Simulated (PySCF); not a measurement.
Molecular orbitals of PIr

CAM-B3LYP at R = 2.045 Å; basis P def2-TZVPP, Ir def2-TZVPP with ECP60; scalar-relativistic core potentials; PySCF 2.14. State: triplet, unpaired electrons π ↑, δ ↑, a mixture of terms (⟨Lz²⟩ = 4.9). Only the outer orbitals are listed, counted within each symmetry, core potentials removing the inner ones.

| spin | orbital | occ. | ε (eV) | on P (%) | main shells (%) |
| --- | --- | --- | --- | --- | --- |
| α | 6σ | 1 | -18.07 | 84 | 83 P s, 9 Ir d |
| α | 3π | 1 | -11.02 | 28 | 72 Ir d, 26 P p |
| α | 7σ | 1 | -10.77 | 45 | 53 Ir d, 33 P p, 10 P s |
| α | 3π | 1 | -10.27 | 25 | 75 Ir d, 22 P p |
| α | 1δ | 1 | -9.79 | 1 | 98 Ir d |
| α | 1δ | 1 | -9.05 | 0 | 100 Ir d |
| α | 8σ | 1 | -8.13 | 20 | 60 Ir s, 20 Ir d, 20 P p |
| α | 4π | 1 | -6.99 | 70 | 70 P p, 23 Ir d |
| α | 4π | 0 | -2.43 | 68 | 68 P p, 19 Ir d, 12 Ir p |
| α | 9σ | 0 | -1.24 | 30 | 31 Ir p, 28 P p, 28 Ir s |
| α | 5π | 0 | 0.99 | 4 | 95 Ir p |
| β | 6σ | 1 | -17.62 | 83 | 82 P s, 10 Ir d |
| β | 7σ | 1 | -10.30 | 53 | 44 Ir d, 40 P p, 12 P s |
| β | 3π | 1 | -9.67 | 40 | 59 Ir d, 37 P p |
| β | 3π | 1 | -9.44 | 29 | 70 Ir d, 26 P p |
| β | 1δ | 1 | -8.54 | 0 | 100 Ir d |
| β | 8σ | 1 | -7.59 | 18 | 53 Ir s, 28 Ir d, 18 P p |
| β | 4π | 0 | -2.13 | 55 | 54 P p, 34 Ir d, 11 Ir p |
| β | 1δ | 0 | -1.85 | 1 | 96 Ir d |
| β | 4π | 0 | -1.64 | 61 | 61 P p, 22 Ir d, 16 Ir p |

**Question.** Which are the highest filled and the lowest empty level, where do they sit, and how wide is the gap?

**Answer.** Highest filled α 4π at -6.99 eV (in %: 70 P p, 23 Ir d); lowest empty α 4π at -2.43 eV (in %: 68 P p, 19 Ir d, 12 Ir p); the gap at CAM-B3LYP is 4.56 eV. Both belong to one degenerate shell, split only by its one-sided filling, so this is no excitation gap.

```json
{"bond order (Mayer)": "2.59", "⟨S²⟩": "2.041", "charge on P (Mulliken, basis-dependent)": "0.01", "charge on P (Löwdin, basis-dependent)": "0.22", "dipole moment (positive dipole means P(−)Ir(+))": "1.16 D", "polarisability along the bond": "89.9 bohr³", "polarisability across the bond": "55.1 bohr³"}
```

Spin–orbit coupling is left out. With d or f electrons several states lie close, and the lowest PBE0 determinant need not be the measured ground state.
